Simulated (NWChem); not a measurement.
Species: AlF₂ cation; SMILES [F][Al+][F]

Program: NWChem. Pople sets run with spherical d functions. Medium grid unless said otherwise, to which SCAN and Minnesota functionals are sensitive. All runs use the structure optimised with B3LYP/6-31G* (spherical d). Hybrids' shares of exact exchange are those that their runs print; pure functionals count as 0. The functionals differ in more than this share.

| row | share of exact exchange | highest occupied level (eV) |
|---|---|---|
| PBE/6-31G* | 0.00 | -16.97 |
| r2SCAN/6-31G* | 0.00 | -17.49 |
| B3LYP/6-31G* | 0.20 | withheld |
| BHandHLYP/6-31G* | 0.50 | -21.12 |
| M05-2X/6-31G* | 0.56 | -21.35 |

Fit a straight line of the last column on the one before it, predict the withheld value, and compare with the run.


1. Means of the 4 shown rows: x = 0.265, y = -19.233. Slope Σ(x − x̄)(y − ȳ)/Σ(x − x̄)² = -2.130/0.2827 = -7.533; intercept -17.236.
2. The shown rows scatter about the line by 0.200 (root mean square); the largest residual is +0.27, at PBE/6-31G*.
3. At x = 0.20 (B3LYP/6-31G*; inside the shown range) the line gives -18.74.
4. The run gives -18.71, +0.03 from the line, 0.2 times the scatter.
